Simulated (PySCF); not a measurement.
SbHF2, SMILES [F][SbH][F].

Geometry optimised at B3LYP-D3(BJ)/def2-TZVP. The def2 effective core potentials stand for the cores of Sb; spin–orbit coupling is left out.

These are PySCF with C-PCM-PBE0/def2-SVP values and carry that method's errors.

The values are the electrostatic part of the solvation free energy, E(continuum) − E(gas) at the gas-phase geometry, in a cavity of scaled van der Waals radii (PySCF's table); cavitation and dispersion terms are not included. A continuum can't describe solvent molecules that bind to the metal. In vacuum the orbital gap is 6.70 eV. The dipole moment in vacuum is 3.38 D.

**Question.** Estimate the values in water (ε = 78.36), 1-octanol (ε = 9.86), dimethylsulfoxide (ε = 46.83). (The exact figures need the calculation; the answer reports its results.)

**Answer.** 
| solvent | ε | ΔG(elec) (kcal/mol) | dipole (D) | gap (eV) |
|---|---|---|---|---|
| water | 78.36 | -6.5 | 4.14 | 6.79 |
| 1-octanol | 9.86 | -5.8 | 4.06 | 6.78 |
| dimethylsulfoxide | 46.83 | -6.4 | 4.13 | 6.79 |
